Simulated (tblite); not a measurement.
Species: C5H11O2Si (doublet state).
Numbering: `[CH3:1][CH2:2][O:3][SiH2:4][O:5][C@@H:6]1[CH:7][CH2:8]1` (hydrogens: H9, H10, H11 on C1; H12, H13 on C2; H14, H15 on Si4; H16 on C6; H17 on C7; H18, H19 on C8)

Computed geometry: GFN2-xTB, gas phase. This method treats the open shell by occupation alone, without spin polarisation.

(1) List the bond lengths, angles and torsions at this level.

Answers

(1) 
```tsv
bond	length (bohr)
C1–C2	2.875
C2–O3	2.648
O3–Si4	3.057
Si4–O5	3.073
O5–C6	2.614
C6–C7	2.756
C7–C8	2.770
C6–C8	2.881
C1–H9, C1–H10, C1–H11	2.054
C2–H12	2.075
C2–H13	2.074
Si4–H14	2.752
Si4–H15	2.745
C6–H16	2.053
C7–H17	2.025
C8–H18	2.050
C8–H19	2.044
```

Bonds in one row agree within 0.02 bohr and their mean is given. A selection of angles:
```tsv
angle	degrees
C1–C2–O3	109.6
C2–O3–Si4	131.2
O3–Si4–O5	115.9
Si4–O5–C6	132.7
O5–C6–C7	120.3
O5–C6–C8	118.8
C7–C6–C8	58.8
C6–C7–C8	62.9
C6–C8–C7	58.3
```

Torsions: C1–C2–O3–Si4 -164° (antiperiplanar); C2–O3–Si4–O5 54° (synclinal); O3–Si4–O5–C6 62° (synclinal); Si4–O5–C6–C7 -84° (synclinal); O5–C6–C7–C8 -107° (anticlinal); O5–C6–C8–C7 110° (anticlinal).

The 3-membered ring C6–C7–C8 has internal angles of 58.3° to 62.9°. Si4 (silicon bonded to 2 O and 2 H) has angles from 96.9° to 118.8°. C7 (carbon bonded to 2 C and H) is pyramidal (angles 128.4°, 127.6° and 62.9°, sum 318.9°, 0.43 Å off the plane of its three neighbours). The 4 C–C bonds span 1.458 Å (C6–C7, drawn single) to 1.525 Å (C6–C8, drawn single), a spread of 0.067 Å. Of the pairs four or more bonds apart, H12···H17 is among the closest relative to their van der Waals radii: 2.43 Å, 101 % of the sum of Bondi's values.

Point group: C1 (no symmetry element, even within 0.4 Å). GFN2-xTB frequencies show an imaginary mode (20i cm⁻¹), so the point is no minimum at that level. 3 starts were optimised and ended at 0.00, 0.51 and 0.69 kcal/mol (GFN2-xTB); the lowest of these is shown.

The run took 0.51 s of wall time on Arm Neoverse V2, one thread, shared host. That covers the optimisation of the geometry.

One conformer stands for the species.
